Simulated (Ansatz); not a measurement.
CH7B2NOS (`CNBB(O)S`) at its PBE0-D4/def2-TZVP geometry, where that method's forces vanish. Charge 0, multiplicity 1.

```xyz
13

C     0.8210   -2.2217   -0.0423
N     0.2636   -0.9183   -0.3191
B     0.0344    0.1092    0.5802
B    -0.6190    1.5928    0.0529
O    -0.3662    2.7941    0.6455
S    -1.7159    1.5925   -1.3960
H     0.1199   -3.0187   -0.3079
H     1.0405   -2.2955    1.0224
H     1.7480   -2.3871   -0.6000
H     0.0283   -0.7771   -1.2915
H     0.3420   -0.0964    1.7287
H     0.2059    2.7044    1.4119
H    -1.9025    2.9218   -1.4848
```

Problem. What forces (eV/Å) does r2SCAN-D4/def2-TZVPP give on these atoms in Ansatz 0.2.0? (Estimate.)

Solution. Computed: 
```
C1   0.106 -0.232  0.050
N2  -0.048  0.064 -0.072
B3  -0.061  0.196  0.114
B4   0.053 -0.241  0.003
O5   0.010  0.223  0.068
S6  -0.057 -0.022 -0.091
H7   0.011  0.008 -0.005
H8  -0.007  0.006 -0.027
H9  -0.015 -0.004  0.001
H10 -0.010 -0.004 -0.048
H11  0.005 -0.008 -0.019
H12  0.021 -0.012  0.028
H13 -0.008  0.025  0.000
```
